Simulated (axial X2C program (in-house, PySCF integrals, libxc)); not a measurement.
# Which molecule has these constants?

All values come from calculations with an in-house relativistic program for diatomic molecules, spin-free (one-electron X2C) or two-component (2c: spin–orbit coupling with atomic mean-field Coulomb and Gaunt terms, which also bring small scalar terms), in Dyall basis sets with cores contracted in-house; open shells are unrestricted.

A two-component CCSD(T) calculation in a Dyall 3-zeta basis gave Re = 2.041 Å, ωe = 556.8 cm⁻¹, De = 5.78 eV, Ω = 0.

Task: Which molecule is it?
A. SrBr⁺
B. SrF⁺
C. SrCl⁺
D. SrI⁺

Result: B. The others have SrI⁺ 2.909 Å and 205.9 cm⁻¹ (Ω = 0); SrBr⁺ 2.678 Å and 253.8 cm⁻¹ (Ω = 0); SrCl⁺ 2.526 Å and 348.4 cm⁻¹ (Ω = 0).

Frozen shells (counts by l): SrF⁺ Sr 4s3p1d, F 1s, 8 electrons correlated; SrI⁺ I 4s3p2d, Sr 4s3p1d, 8 electrons correlated; SrBr⁺ Sr 4s3p1d, Br 3s2p1d, 8 electrons correlated; SrCl⁺ Sr 4s3p1d, Cl 2s1p, 8 electrons correlated. Coupled cluster in natural virtuals with an MP2 remainder. Where the outer core of a metal is frozen, bonds come out longer and ionisation energies lower.

Each entry is the lowest single determinant of a limited PBE0 search at one distance. De goes to single-determinant-based atoms at the same level (for ions the charge split of lowest energy) and is withheld (n/a) where an atom does not fit its ground term or J level. Main or longest-lived isotopes.
